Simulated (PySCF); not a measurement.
## Si4H10S3

The system: Si4H10S3, a molecule drawn as a unit of a network glass or zeolite (built as: Si Si Si Si, H ends, S bridges); neutral, singlet. The structure, one conformer, was relaxed in the gas phase by PBE0-D3(BJ)/def2-SVP. No frequency run checks that it is a minimum.

SMILES: [SiH3]S[SiH2]S[SiH2]S[SiH3]

```xyz
17

Si   -1.681    2.265   -0.455
S    -1.872    0.742   -1.979
Si   -1.443   -1.083   -0.943
S     0.519   -1.871   -1.379
Si    1.699   -0.122   -0.986
S     1.272    0.668    0.966
Si    1.454   -1.170    2.093
H    -0.321    2.872   -0.467
H    -2.003    1.705    0.887
H    -2.681    3.304   -0.835
H    -1.632   -0.891    0.521
H    -2.360   -2.127   -1.476
H     3.109   -0.589   -1.089
H     1.420    0.986   -1.938
H     0.190   -1.958    2.049
H     2.584   -1.982    1.556
H     1.736   -0.749    3.494
```
Atom numbers follow the order of the file, from 1.

Shieldings: GIAO PBE0/pcSseg-1. Shifts are against computed references at the same level: H TMS (σ 31.27 ppm), Si TMS (σ 352.0 ppm). Core levels by delta-SCF with SCAN, pcX-2 on the ionised atom and pcseg-1 elsewhere, spin-free X2C (2p3/2 is the spin-free 2p value less a third of a first-order spin-orbit splitting); from the vacuum level, for chosen atoms.

(1) Give the shieldings and core levels atom by atom.

(2) Which of Si1, Si3, Si7 holds its core electrons tightest, and by how much against the loosest?

(3) By CAM-B3LYP/def2-SVPD (TDDFT singlets, Tamm-Dancoff triplets, ionisation by delta-SCF), where does absorption start, and what does vertical ionisation take?

## Answers

(1) 
```json
{"atoms": "Si1", "bonded to": "1 S + 3 H", "σ (ppm)": "385.3", "δ (ppm)": "-33.3", "core level (eV)": "2p3/2 107.23"}
{"atoms": "S2", "bonded to": "2 Si", "σ (ppm)": "786.7", "δ (ppm)": "-", "core level (eV)": "2p3/2 168.76"}
{"atoms": "Si3", "bonded to": "2 S + 2 H", "σ (ppm)": "353.2", "δ (ppm)": "-1.2", "core level (eV)": "2p3/2 107.53"}
{"atoms": "S4", "bonded to": "2 Si", "σ (ppm)": "693.9", "δ (ppm)": "-", "core level (eV)": "-"}
{"atoms": "Si5", "bonded to": "2 S + 2 H", "σ (ppm)": "363.6", "δ (ppm)": "-11.6", "core level (eV)": "-"}
{"atoms": "S6", "bonded to": "2 Si", "σ (ppm)": "785.2", "δ (ppm)": "-", "core level (eV)": "2p3/2 168.84"}
{"atoms": "Si7", "bonded to": "1 S + 3 H", "σ (ppm)": "400.9", "δ (ppm)": "-48.9", "core level (eV)": "2p3/2 107.37"}
{"atoms": "H8 H9 H10", "bonded to": "1 Si", "σ (ppm)": "26.39", "δ (ppm)": "4.87", "core level (eV)": "-"}
{"atoms": "H11", "bonded to": "1 Si", "σ (ppm)": "25.96", "δ (ppm)": "5.31", "core level (eV)": "-"}
{"atoms": "H12", "bonded to": "1 Si", "σ (ppm)": "25.74", "δ (ppm)": "5.52", "core level (eV)": "-"}
{"atoms": "H13", "bonded to": "1 Si", "σ (ppm)": "25.89", "δ (ppm)": "5.38", "core level (eV)": "-"}
{"atoms": "H14", "bonded to": "1 Si", "σ (ppm)": "25.71", "δ (ppm)": "5.56", "core level (eV)": "-"}
{"atoms": "H15 H16 H17", "bonded to": "1 Si", "σ (ppm)": "26.71", "δ (ppm)": "4.55", "core level (eV)": "-"}
```

Values are those of this one static structure, with the three H of a rotating XH3 group averaged; atoms that internal rotation interchanges would show their mean in an NMR spectrum.

(2) Si3 (bonded to 2 S + 2 H), by 0.30 eV over Si1 (bonded to 1 S + 3 H).

(3) The lowest singlet lies at 5.97 eV (f 0.025), the lowest triplet at 5.52 eV; vertical ionisation takes 9.28 eV.

The 3 runs behind this took 8.8 min in all, one thread each of Arm Neoverse V1 on a shared host, launched as `OMP_NUM_THREADS=1 python cluster_run.py task.json out`.
